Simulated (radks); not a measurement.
Results of a calculation; reference values are marked as such.
Spherical quantum dot in the effective-mass picture: electrons in a hard-walled sphere of radius 2.28, all in effective atomic units (hartree* = m*/eps^2 hartree, bohr* = eps/m* bohr), one dielectric constant everywhere. Level of theory: non-relativistic Kohn-Sham, r2SCAN, spin-polarised, spherical densities, generalised Kohn-Sham scheme (a radial shooting solver with Libxc functionals). Levels are named by radial order and angular momentum (1s, 1p, 1d, 2s, ...), and open shells are averaged over m. Results are scaled to m* = 0.267 and eps = 12.1, for which hartree* = 49.62 meV and bohr* = 2.398 nm.

N = 14, configuration 1s2 1p6 1d(up 5, down 1). This is the lowest configuration that the search found. Occupied and some empty levels:

level,occupation,eigenvalue (meV),<r> (nm)
1s up,1,446.63,3.312
1s down,1,452.47,3.273
1p up,3,480.02,3.572
1p down,3,487.27,3.554
1d up,5,532.05,3.760
1d down,1,540.52,3.754
1f up,0,599.94,3.906
2s up,0,602.80,2.529
2s down,0,607.46,2.560
1f down,0,609.44,3.904
2p up,0,693.65,2.891
2p down,0,699.18,2.897

Energy (meV): total 4218.95, kinetic 1724.6, external 0, Hartree 2941.7, exchange-correlation -447.38.

Electron density:

r (nm),n(r) (e/nm^3)
0.284,0.005627
0.693,0.007020
1.10,0.009802
1.51,0.01427
1.92,0.02052
2.33,0.02803
2.74,0.03543
3.15,0.04054
3.55,0.04086
3.96,0.03472
4.37,0.02313
4.78,0.01025
5.19,0.001696
